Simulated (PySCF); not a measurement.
C4H6F2, SMILES F[C@H]1CC[C@@H]1F. Coordinates come from a PBE0-D3(BJ)/def2-SVP optimisation. The structure was generated by enumeration; whether it is a known compound was not checked.

Problem. Give the equilibrium geometry at PBE0-D3(BJ)/def2-SVP (PySCF confirms it by a frequency run) as Cartesian coordinates in Å, and its point group. (An estimate is asked for; the answer gives what the named calculation found.)

Solution. point group C2.
```xyz
12

F     -1.6497     0.1554    -1.0318
C     -0.6770    -0.3448    -0.2213
C     -0.7689    -0.0573     1.2793
C      0.7689     0.0573     1.2793
C      0.6770     0.3448    -0.2213
F      1.6497    -0.1554    -1.0318
H     -0.5519    -1.4217    -0.4290
H     -1.2434    -0.8093     1.9231
H     -1.2510     0.9178     1.4442
H      1.2510    -0.9178     1.4442
H      1.2434     0.8093     1.9231
H      0.5519     1.4217    -0.4290
```
